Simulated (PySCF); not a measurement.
C3H7FOSi, SMILES C=CC[Si@H](O)F. Coordinates come from a PBE-D3(BJ)/def2-SVP optimisation. The structure was generated by enumeration; whether it is a known compound was not checked. The values are those of a single conformer.

Computed equilibrium geometry at PBE-D3(BJ)/def2-SVP (PySCF confirms it by a frequency run) as Cartesian coordinates in Å (one conformer of several):
```xyz
13

C     -2.7366     0.2061     0.3022
C     -1.7967    -0.7564     0.3327
C     -0.4214    -0.6107     0.9191
Si     0.8166    -0.1124    -0.3999
O      2.3329    -0.2012     0.2936
F      0.5084     1.4363    -0.8488
H     -2.5640     1.1947     0.7595
H     -3.7112     0.0391    -0.1811
H     -2.0160    -1.7245    -0.1540
H     -0.0663    -1.5530     1.3877
H     -0.3884     0.1811     1.6979
H      0.7206    -0.9262    -1.6567
H      3.0828     0.0109    -0.2886
```
Charge 0, spin multiplicity 1.
